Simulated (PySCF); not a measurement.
Job for PySCF: R-HF/3-21G on C4H6 (a complex).

```python
from pyscf import gto, scf, dft, mp
from pyscf.data.elements import chemcore

mol = gto.M(
    atom='''
    C    -0.71717062   -0.18805944   -0.11772165
    C     0.60375130   -0.08714728   -0.16158832
    H    -1.35697086    0.68496608   -0.16386094
    H    -1.21262086   -1.14800056   -0.03566347
    H     1.24347342   -0.96032934   -0.11735052
    H     1.09921932    0.87263348   -0.24540034
    C     0.06424414    0.15661809    3.61564394
    C     0.10674016    0.25540482    4.80830679
    H     0.02656778    0.06915859    2.55454487
    H     0.14461048    0.34274432    5.86659106
    ''',
    basis='3-21g',
    charge=0, spin=0, verbose=3, max_memory=1800)
mf = scf.RHF(mol)
mf.conv_tol = 1e-8
mf.max_cycle = 100
mf.kernel()
if not mf.converged:
    mf = mf.newton().run(mf.mo_coeff, mf.mo_occ)
```

The log:

```
converged SCF energy = -153.999205228753
```

The run converged.

Cost: very roughly 0.12 core-seconds.
